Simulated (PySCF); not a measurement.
(CF3)2P-PF2, C2F8P2.
Atom-mapped SMILES: `[F:1][P:2]([F:3])[P:4]([C:5]([F:6])([F:7])[F:8])[C:9]([F:10])([F:11])[F:12]`

Computed, not measured: PBE0-D3(BJ)/def2-SVP geometry optimisation, gas phase (PySCF).

Task: List the bond lengths, angles and torsions at this level.

Result: 
```
                  bond  length (pm)
          F1–P2, P2–F3        160.9
                 P2–P4        227.6
          P4–C5, P4–C9        190.0
C5–F6 and 3 like bonds        132.8
         C5–F7, C9–F12        133.8
```

Bonds in one row agree within 1 pm and their mean is given. A selection of angles:
```
    angle  degrees
 F1–P2–F3     98.9
 F1–P2–P4     95.0
 F3–P2–P4     94.1
 P2–P4–C5     95.9
 P2–P4–C9     93.8
 C5–P4–C9     97.3
 P4–C5–F6    110.1
 P4–C5–F7    113.9
 F6–C5–F7    107.8
 F6–C5–F8    108.5
P4–C9–F10    111.1
P4–C9–F11    114.7
P4–C9–F12    107.0
```

Torsions: F1–P2–P4–C5 161° (antiperiplanar); P2–P4–C5–F6 146° (anticlinal); P2–P4–C9–F10 174° (antiperiplanar). The mirror-image conformer, all signs reversed, is as good.

Of the pairs four or more bonds apart, F7···F11 is among the closest relative to their van der Waals radii: 2.81 Å, 96 % of the sum of Bondi's values. P2 (three-coordinate phosphorus) is pyramidal (angles 98.9°, 95.0° and 94.1°, sum 287.9°, 0.90 Å off the plane of its three neighbours). P4 (three-coordinate phosphorus) is pyramidal (angles 97.3°, 95.9° and 93.8°, sum 287.1°, 1.03 Å off the plane of its three neighbours).

Point group: C1 (no symmetry element, even within 0.4 Å). No frequency check. One conformer, not necessarily the lowest.

The run took 2.2 min wall on one thread of an Arm Neoverse V2, shared host with 96 logical CPUs at a one-minute load of 11, and the process peaked at 0.79 GiB of memory. These figures are those of the optimisation.
